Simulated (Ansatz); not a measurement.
Total energies of (Cl)3Si-O-SiH3 (Si₂Cl₃OH₃) from Ansatz at PBE0-D4/def2-TZVP, gas phase (1 Eh = 27.2114 eV = 2625.5 kJ/mol). The reference geometry is relaxed at PBE-D4/def2-SVP.

```xyz
9

Si   -0.0618   -1.2760    0.8048
Cl   -2.0081   -1.8705    0.5042
Cl    0.4647   -1.6126    2.7563
Cl    1.1646   -2.3655   -0.4401
O     0.0945    0.3248    0.4919
Si    0.0880    1.4543   -0.7674
H     0.0110    2.8089   -0.1342
H     1.3519    1.3192   -1.5659
H    -1.1049    1.2174   -1.6494
```

| state | geometry | energy (Eh) |
| --- | --- | --- |
| charge 0 singlet | reference | -2036.19192 |
| charge 1 doublet | reference | -2035.78378 |
| charge 1 doublet | relaxed at PBE-D4/def2-SVP | -2035.79089 |
| free Si atom (triplet) | – | -289.24943 |
| free Cl atom (doublet) | – | -459.99739 |
| free O atom (triplet) | – | -75.01860 |
| free H atom (doublet) | – | -0.50104 |

(1) Work out the vertical ionisation energy to the doublet.

(2) How much does the charge 1 doublet relax, and what is the adiabatic ionisation energy?

(3) What is the binding energy per atom against free atoms?

(1) E(charge 1 doublet) − E(charge 0 singlet) = -2035.78378 − (-2036.19192) = 0.40814 Eh = 11.11 eV. For comparison, −ε of the highest occupied level is 9.32 eV at this level, 1.79 eV less.

(2) Relaxation: -2035.78378 − (-2035.79089) = 0.00711 Eh = 0.19 eV. Adiabatic ionisation energy: 0.40103 Eh = 10.91 eV, without zero-point energy. 

(3) Atoms: 2 × (-289.24943) + 3 × (-459.99739) + 1 × (-75.01860) + 3 × (-0.50104) = -2035.01275 Eh. Binding: -2035.01275 − (-2036.19192) = 1.17917 Eh = 32.09 eV, or 3.57 eV for each of 9 atoms (no zero-point energy, no counterpoise term).
